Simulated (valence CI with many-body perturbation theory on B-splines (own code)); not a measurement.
**E1 line list for Xe XXIII**

Computed by configuration interaction combined with many-body perturbation theory (CI+MBPT): four valence electrons over a frozen Dirac-Fock core [Ar] 3d10, radial functions for each j: 11 s, 11 p, 9 d, 7 f, 5 g, 2 h, 1 i, with the one-electron correlation potential Σ1 (screened to all orders), the two-electron term Σ2, the three-electron term Σ3, Breit, model QED; selected single and double excitations, second order for the rest (own B-spline code, finite nucleus).

No measured spectrum was set against this ion. As an estimate, levels hold to about 250 cm⁻¹ or 0.2 % of their energy and the worst to 1 %, as in measured heavy ions of charge 2 to 7; those with d or f electrons hold less well.

Lines 1 to 50 of 222 in falling wavelength, among levels below 190.06 eV, chosen from the strongest by gf and those to the six lowest levels. Wavelengths and rates use the calculated energies, so an error of 2000 cm⁻¹ moves a line at 411.6 Å by 0.82 % and its rate by three times that or more. Electric multipoles are in the length gauge, E1 and E2 with the static RPA response of the core. Weak lines are less certain than strong ones. Lines between different terms over intervals too small for the method are left out, as are lines whose strength nearly cancels. Where a level lies close to another of its J and parity, the split of strength between their lines is uncertain. The highest levels of a list are the least certain.

Levels are named by their leading jj configuration (3d3/2^4 stands for four electrons in 3d with j = 3/2), which in mixed levels can hold well under half, so a name can repeat and another be missing. Letters in brackets count levels of one name in rising energy.

| λ vac (Å) | Upper | Lower | A (s⁻¹) | S (a.u.) |
| --- | --- | --- | --- | --- |
| 411.6 | (4s 4p1/2^2 4p3/2) J=2 | (4s^2 4p3/2^2) J=2 | 2.71e+07 | 4.67e-03 |
| 372.5 | (4s 4p1/2^2 4p3/2) J=1 | (4s^2 4p3/2^2) J=0 | 3.54e+07 | 2.71e-03 |
| 316.7 | (4s 4p1/2^2 4p3/2) J=1 | (4s^2 4p3/2^2) J=2 | 2.62e+08 | 1.23e-02 |
| 315.5 | (4s 4p1/2 4p3/2 4d3/2) J=4 | (4s^2 4p3/2 4d3/2) J=3 | 8.73e+08 | 1.22e-01 |
| 292.9 | (4s 4p1/2 4p3/2 4d5/2) J=4 [b] | (4s^2 4p3/2 4d5/2) J=3 | 1.14e+09 | 1.27e-01 |
| 279.7 | (4p1/2 4p3/2^3) J=2 | (4s 4p3/2^3) J=1 | 2.42e+09 | 1.31e-01 |
| 278.8 | (4s 4p1/2 4p3/2^2) J=2 [a] | (4s^2 4p3/2^2) J=2 | 2.73e+08 | 1.46e-02 |
| 272.2 | (4p1/2^2 4p3/2^2) J=2 | (4s 4p1/2 4p3/2^2) J=1 [b] | 2.82e+09 | 1.41e-01 |
| 268.9 | (4s 4p1/2^2 4p3/2) J=2 | (4s^2 4p1/2 4p3/2) J=2 | 1.28e+09 | 6.17e-02 |
| 267.2 | (4s 4p1/2 4p3/2 4d5/2) J=5 | (4s^2 4p3/2 4d5/2) J=4 | 2.12e+09 | 2.19e-01 |
| 255.3 | (4s 4p1/2^2 4p3/2) J=2 | (4s^2 4p1/2 4p3/2) J=1 | 2.06e+09 | 8.44e-02 |
| 254.8 | (4s 4p1/2 4p3/2^2) J=3 | (4s^2 4p3/2^2) J=2 | 3.36e+09 | 1.92e-01 |
| 248.8 | (4s 4p1/2 4p3/2^2) J=1 [a] | (4s^2 4p3/2^2) J=0 | 1.19e+09 | 2.71e-02 |
| 248.4 | (4s 4p3/2^2 4d5/2) J=4 | (4s^2 4p3/2 4d5/2) J=3 | 1.64e+09 | 1.11e-01 |
| 243.6 | (4p1/2^2 4p3/2^2) J=2 | (4s 4p1/2 4p3/2^2) J=2 [b] | 4.76e+09 | 1.70e-01 |
| 237.7 | (4p1/2^2 4p3/2^2) J=0 | (4s 4p1/2 4p3/2^2) J=1 [b] | 1.73e+10 | 1.15e-01 |
| 232.1 | (4p1/2 4p3/2^3) J=2 | (4s 4p3/2^3) J=2 | 5.99e+09 | 1.85e-01 |
| 224.9 | (4s 4p1/2^2 4p3/2) J=1 | (4s^2 4p1/2 4p3/2) J=2 | 4.11e+09 | 6.93e-02 |
| 222.6 | (4s 4p1/2 4p3/2^2) J=1 [a] | (4s^2 4p3/2^2) J=2 | 5.75e+08 | 9.40e-03 |
| 222.4 | (4s 4p1/2 4p3/2^2) J=1 [b] | (4s^2 4p3/2^2) J=0 | 2.75e+09 | 4.49e-02 |
| 220.4 | (4s 4p1/2 4p3/2^2) J=2 [b] | (4s^2 4p3/2^2) J=2 | 2.62e+09 | 6.92e-02 |
| 220.1 | (4p1/2 4p3/2^3) J=2 | (4s^2 4p1/2 4d3/2) J=2 | 4.12e+09 | 1.08e-01 |
| 215.3 | (4s 4p1/2^2 4p3/2) J=1 | (4s^2 4p1/2 4p3/2) J=1 | 4.08e+08 | 6.03e-03 |
| 213.5 | (4p1/2^2 4p3/2^2) J=0 | (4s 4p1/2 4p3/2^2) J=1 [a] | 1.56e+10 | 7.48e-02 |
| 212.5 | (4s 4p1/2 4p3/2 4d5/2) J=3 [c] | (4s^2 4p3/2 4d5/2) J=4 | 3.57e+09 | 1.18e-01 |
| 212.0 | (4p1/2^2 4p3/2^2) J=2 | (4s 4p1/2 4p3/2^2) J=3 | 1.84e+10 | 4.33e-01 |
| 208.3 | (4s 4p3/2^2 4d3/2) J=3 | (4s^2 4p3/2 4d5/2) J=2 | 4.21e+09 | 1.32e-01 |
| 207.8 | (4s 4p3/2^2 4d3/2) J=2 [a] | (4s^2 4p3/2 4d3/2) J=1 | 3.92e+09 | 8.68e-02 |
| 205.1 | (4s 4p1/2 4p3/2^2) J=2 [a] | (4s^2 4p1/2 4p3/2) J=2 | 3.39e+08 | 7.22e-03 |
| 204.5 | (4p1/2 4p3/2^3) J=1 | (4s 4p1/2 4p3/2^2) J=1 [b] | 1.12e+10 | 1.42e-01 |
| 203.9 | (4s 4p1/2 4p3/2 4d5/2) J=3 [e] | (4s^2 4p3/2 4d3/2) J=2 | 3.06e+09 | 8.97e-02 |
| 201.3 | (4s 4p1/2 4p3/2^2) J=1 [b] | (4s^2 4p3/2^2) J=2 | 3.01e+09 | 3.64e-02 |
| 197.8 | (4p1/2^2 4p3/2^2) J=2 | (4s 4p1/2 4p3/2^2) J=2 [a] | 8.48e+09 | 1.62e-01 |
| 197.2 | (4p3/2^4) J=0 | (4s 4p3/2^3) J=1 | 2.37e+10 | 8.96e-02 |
| 197.1 | (4s 4p1/2 4p3/2^2) J=2 [a] | (4s^2 4p1/2 4p3/2) J=1 | 8.79e+09 | 1.66e-01 |
| 197.1 | (4s 4p3/2^2 4d5/2) J=4 | (4s^2 4p3/2 4d5/2) J=4 | 5.86e+09 | 1.99e-01 |
| 193.3 | (4s 4p3/2^2 4d5/2) J=5 | (4s^2 4p3/2 4d5/2) J=4 | 1.31e+10 | 5.15e-01 |
| 191.8 | (4s 4p1/2 4p3/2^2) J=3 | (4s^2 4p1/2 4p3/2) J=2 | 5.30e+09 | 1.29e-01 |
| 190.5 | (4s 4p1/2 4p3/2 4d3/2) J=2 [c] | (4s^2 4p1/2 4d5/2) J=3 | 4.07e+09 | 6.94e-02 |
| 188.0 | (4p1/2 4p3/2^3) J=1 | (4s 4p1/2 4p3/2^2) J=2 [b] | 8.28e+09 | 8.15e-02 |
| 184.0 | (4s^2 4p1/2 4d3/2) J=2 | (4s^2 4p3/2^2) J=2 | 6.15e+09 | 9.45e-02 |
| 183.8 | (4p1/2 4p3/2^3) J=2 | (4s 4p1/2 4p3/2^2) J=2 [b] | 1.64e+10 | 2.51e-01 |
| 183.1 | (4s 4p1/2 4p3/2 4d5/2) J=4 [b] | (4s^2 4p1/2 4d5/2) J=3 | 3.87e+09 | 1.05e-01 |
| 182.5 | (4s 4p1/2 4p3/2 4d5/2) J=2 [a] | (4s^2 4p1/2 4d3/2) J=2 | 8.76e+09 | 1.31e-01 |
| 182.4 | (4s 4p1/2 4p3/2 4d5/2) J=3 [c] | (4s^2 4p1/2 4d5/2) J=2 | 1.40e+10 | 2.94e-01 |
| 182.3 | (4p1/2^2 4p3/2^2) J=2 | (4s 4p1/2^2 4p3/2) J=1 | 6.02e+09 | 9.00e-02 |
| 180.1 | (4s 4p1/2 4p3/2 4d5/2) J=3 [d] | (4s^2 4p1/2 4d5/2) J=2 | 1.94e+10 | 3.92e-01 |
| 178.3 | (4s 4p1/2 4p3/2 4d3/2) J=3 [b] | (4s 4p3/2^3) J=2 | 8.90e+09 | 1.74e-01 |
| 177.8 | (4s 4p1/2 4p3/2 4d3/2) J=2 [c] | (4s 4p3/2^3) J=2 | 1.20e+10 | 1.66e-01 |
| 177.8 | (4s 4p1/2 4p3/2 4d5/2) J=4 [c] | (4s^2 4p1/2 4d5/2) J=3 | 2.31e+10 | 5.78e-01 |
